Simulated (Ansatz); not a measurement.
Frontier orbitals of `[SiH3][O][Ga]([O][SiH3])[O][SiH3]`.

Cartesian coordinates in Å:
```
Si 0.200 -2.786 -1.491
O 0.469 -1.196 -1.199
Ga -0.002 0.000 -0.001
O -1.056 -0.457 1.331
Si -1.736 0.266 2.635
O 0.580 1.654 -0.133
Si 1.536 2.520 -1.144
H 0.955 -3.162 -2.712
H 0.665 -3.620 -0.350
H -1.248 -3.046 -1.709
H -0.690 0.802 3.548
H -2.540 -0.752 3.355
H -2.621 1.387 2.218
H 0.984 2.518 -2.526
H 1.591 3.915 -0.640
H 2.912 1.956 -1.182
```

Charge 0, multiplicity 1. Correlated methods include outer-core shells of Ga, which these sets cover unevenly. Scalar relativity is left out up to krypton. The geometry is a stationary point of PBE0-D4/def2-TZVP. It is one conformer, not always the lowest. Basis def2-TZVPP, Ansatz 0.2.0.

```csv
functional,HOMO (eV),LUMO (eV)
r2SCAN0,-9.08,-1.32
```

(1) Give HOMO and LUMO (eV) with LDA (SPW92), PBE, revPBE, BLYP, r2SCAN, B97M-V, PBE0, B3LYP, r2SCANh, HSE06 (plane-wave form), BHLYP, CAM-B3LYP, LC-ωPBE, ωB97X-V, ωB97M-V, HF. (Estimate.)

## Answers

(1) Computed: 
```json
{"functional": "LDA (SPW92)", "HOMO": "-7.49", "LUMO": "-2.76"}
{"functional": "PBE", "HOMO": "-7.39", "LUMO": "-2.46"}
{"functional": "revPBE", "HOMO": "-7.35", "LUMO": "-2.31"}
{"functional": "BLYP", "HOMO": "-7.31", "LUMO": "-2.39"}
{"functional": "r2SCAN", "HOMO": "-7.75", "LUMO": "-2.14"}
{"functional": "B97M-V", "HOMO": "-7.88", "LUMO": "-2.45"}
{"functional": "PBE0", "HOMO": "-8.83", "LUMO": "-1.50"}
{"functional": "B3LYP", "HOMO": "-8.62", "LUMO": "-1.80"}
{"functional": "r2SCANh", "HOMO": "-8.28", "LUMO": "-1.81"}
{"functional": "HSE06 (plane-wave form)", "HOMO": "-8.42", "LUMO": "-1.87"}
{"functional": "BHLYP", "HOMO": "-10.21", "LUMO": "-0.61"}
{"functional": "CAM-B3LYP", "HOMO": "-10.26", "LUMO": "-0.54"}
{"functional": "LC-ωPBE", "HOMO": "-11.62", "LUMO": "0.79"}
{"functional": "ωB97X-V", "HOMO": "-11.29", "LUMO": "0.54"}
{"functional": "ωB97M-V", "HOMO": "-11.15", "LUMO": "0.26"}
{"functional": "HF", "HOMO": "-12.39", "LUMO": "1.77"}
```

B3LYP here is the variant with VWN-RPA as its local correlation; programs differ in this. LC-ωPBE has ω = 0.4 bohr⁻¹. Positive LUMOs are unbound and depend on the basis.
